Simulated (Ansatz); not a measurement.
# Nudged elastic band run: H5NOSeSi

input.yaml

```yaml
crystal:
  periodic: [false, false, false]
  atoms:
    - { symbol: "N", position_ang: [-0.559694, 1.320845, 0.556542] }
    - { symbol: Si, position_ang: [0.228683, 0.179116, -0.46759] }
    - { symbol: O, position_ang: [1.697841, -0.124657, 0.285308] }
    - { symbol: Se, position_ang: [-0.770651, -1.881512, -0.911262] }
    - { symbol: H, position_ang: [-0.630737, 1.134283, 1.559988] }
    - { symbol: H, position_ang: [-1.390424, 1.806556, 0.210818] }
    - { symbol: H, position_ang: [0.29572, 0.780983, -1.840832] }
    - { symbol: H, position_ang: [2.038621, -1.00997, 0.062314] }
    - { symbol: H, position_ang: [-0.82076, -2.251844, 0.527514] }
basis:
  gaussian: { orbitals: def2-SVP }
hamiltonian:
  xc: pbe
neb:
  order_check: false
  images: 7
  f_tol: 0.05
  max_iterations: 60
  initial_path: idpp
  final_atoms:
    - { symbol: "N", position_ang: [-0.67374802, 1.00263722, 0.68691635] }
    - { symbol: Si, position_ang: [0.26252462, 0.05977822, -0.40900584] }
    - { symbol: O, position_ang: [1.67979736, -0.23592394, 0.44312723] }
    - { symbol: Se, position_ang: [-1.00523141, -1.76800565, -1.00551931] }
    - { symbol: H, position_ang: [-0.24953864, 1.78132616, 1.19626744] }
    - { symbol: H, position_ang: [-1.67413786, 1.132242, 0.53246553] }
    - { symbol: H, position_ang: [0.63157672, 0.62587916, -1.76016078] }
    - { symbol: H, position_ang: [2.41377704, -0.5475159, -0.11521601] }
    - { symbol: H, position_ang: [-1.29642082, -2.09661727, 0.41392538] }
```

Run as:

```bash
$ ansatz run input.yaml --threads 2 --pin off --max-ram 3072MiB --backend cpu --events-out ev --progress --plain --runs-dir out
```

Output, in part (warnings, iteration lines, the closing report on the highest movable image, with atoms numbered from 0):

```
NEB end point (image 0): max|allowed force component| = 2.659e-3 eV/Å (the criterion of neb.relax_end_points is 1.000e-2)
NEB end point (image 8): max|allowed force component| = 1.178e-2 eV/Å (the criterion of neb.relax_end_points is 1.000e-2)
NEB iter   1: max|band force component| = 2.356e-1 eV/Å  barrier→ = 0.0617 eV  barrier← = 0.0441 eV  CI = image 4  Δτ_max = 0.0624 Å  (258 SCF iters)
NEB iter   2: max|band force component| = 1.672e-1 eV/Å  barrier→ = 0.0531 eV  barrier← = 0.0356 eV  CI = image 4  Δτ_max = 0.0545 Å  (198 SCF iters)
NEB iter   3: max|band force component| = 2.693e-1 eV/Å  barrier→ = 0.0497 eV  barrier← = 0.0321 eV  CI = image 4  Δτ_max = 0.0274 Å  (198 SCF iters)
NEB iter   4: max|band force component| = 1.342e-1 eV/Å  barrier→ = 0.0468 eV  barrier← = 0.0293 eV  CI = image 4  Δτ_max = 0.0269 Å  (203 SCF iters)
NEB iter   5: max|band force component| = 8.752e-2 eV/Å  barrier→ = 0.0442 eV  barrier← = 0.0267 eV  CI = image 4  Δτ_max = 0.0415 Å  (198 SCF iters)
NEB iter   6: max|band force component| = 4.502e-2 eV/Å  barrier→ = 0.0427 eV  barrier← = 0.0251 eV  CI = image 4  Δτ_max = 0.0353 Å  (201 SCF iters)
NEB iter   7: max|band force component| = 1.018e-1 eV/Å  barrier→ = 0.0416 eV  barrier← = 0.0241 eV  CI = image 4  Δτ_max = 0.0177 Å  (28 SCF iters)
NEB iter   8: max|band force component| = 4.424e-2 eV/Å  barrier→ = 0.0405 eV  barrier← = 0.0230 eV  CI = image 4  Δτ_max = 0.0177 Å  (205 SCF iters)
NEB iter   9: max|band force component| = 6.666e-2 eV/Å  barrier→ = 0.0395 eV  barrier← = 0.0220 eV  CI = image 4  Δτ_max = 0.0354 Å  (29 SCF iters)
NEB iter  10: max|band force component| = 5.174e-2 eV/Å  barrier→ = 0.0375 eV  barrier← = 0.0200 eV  CI = image 4  Δτ_max = 0.0354 Å  (201 SCF iters)
NEB iter  11: max|band force component| = 4.792e-2 eV/Å  barrier→ = 0.0349 eV  barrier← = 0.0174 eV  CI = image 4  Δτ_max = 0.0353 Å  (203 SCF iters)
NEB iter  12: max|band force component| = 6.290e-1 eV/Å  barrier→ = 0.0349 eV  barrier← = 0.0173 eV  CI = image 5  Δτ_max = 0.0177 Å  (28 SCF iters)
NEB iter  13: max|band force component| = 4.507e-1 eV/Å  barrier→ = 0.0349 eV  barrier← = 0.0174 eV  CI = image 3  Δτ_max = 0.0354 Å  (204 SCF iters)
NEB iter  14: max|band force component| = 4.532e-1 eV/Å  barrier→ = 0.0343 eV  barrier← = 0.0168 eV  CI = image 3  Δτ_max = 0.0707 Å  (203 SCF iters)
NEB iter  15: max|band force component| = 4.188e-1 eV/Å  barrier→ = 0.0355 eV  barrier← = 0.0179 eV  CI = image 4  Δτ_max = 0.0706 Å  (196 SCF iters)
NEB iter  16: max|band force component| = 1.377e-1 eV/Å  barrier→ = 0.0339 eV  barrier← = 0.0163 eV  CI = image 4  Δτ_max = 0.0370 Å  (200 SCF iters)
NEB iter  17: max|band force component| = 1.080e-1 eV/Å  barrier→ = 0.0343 eV  barrier← = 0.0167 eV  CI = image 4  Δτ_max = 0.0226 Å  (201 SCF iters)
NEB iter  18: max|band force component| = 6.746e-2 eV/Å  barrier→ = 0.0345 eV  barrier← = 0.0170 eV  CI = image 4  Δτ_max = 0.0251 Å  (196 SCF iters)
NEB iter  19: max|band force component| = 3.173e-2 eV/Å  barrier→ = 0.0346 eV  barrier← = 0.0171 eV  CI = image 4  Δτ_max = 0.0000 Å  (406 SCF iters)
Total energy: -76817.16236079 eV, -2822.9786482163 hartree
Atom 0 at    -0.566709     1.262724     0.548171 Å, force     0.013914    -0.006429     0.004859 eV/Å
Atom 1 at     0.256294     0.134325    -0.467373 Å, force     0.013679     0.005895    -0.012685 eV/Å
Atom 2 at     1.633893    -0.222933     0.426537 Å, force    -0.009798    -0.003309    -0.008392 eV/Å
Atom 3 at    -1.002941    -1.720435    -1.053728 Å, force    -0.006516     0.006332     0.003450 eV/Å
Atom 4 at    -0.212104     1.361560     1.502914 Å, force    -0.011025     0.009476     0.001219 eV/Å
Atom 5 at    -1.583176     1.350198     0.509894 Å, force    -0.001568    -0.005904    -0.003390 eV/Å
Atom 6 at     0.601407     0.671498    -1.830130 Å, force     0.000477    -0.001125     0.010368 eV/Å
Atom 7 at     2.256789    -0.824445    -0.016857 Å, force     0.001223     0.002627     0.000920 eV/Å
Atom 8 at    -1.294853    -2.058691     0.363371 Å, force    -0.000385    -0.007563     0.003652 eV/Å
Dipole moment:     0.019602     0.013179     0.228072 e Å
```

It converged. The band force fell under the threshold earlier too, but the program's further tests of the path sent the band on. A vibrational analysis at the climbing image gives one clearly imaginary mode, 139i cm⁻¹: a first-order saddle point.

Final band (atoms are numbered from 1 in the order of the input):

```
image  path coordinate (Å)  energy (kcal/mol)  dihedral H5–N1–Si2–Se4 (°)
    0                 0.00                0.0                          70
    1                 0.27                0.1                          80
    2                 0.55                0.4                          90
    3                 0.82                0.7                         101
    4                 1.09                0.8                         113
    5                 1.29                0.7                         123
    6                 1.48                0.6                         134
    7                 1.68                0.5                         152
    8                 1.87                0.4                         170
```

The run took 2.6 min on 2 threads of Intel(R) Xeon(R) Platinum 8488C (Sapphire Rapids), on a shared host, peak memory 0.18 GiB.
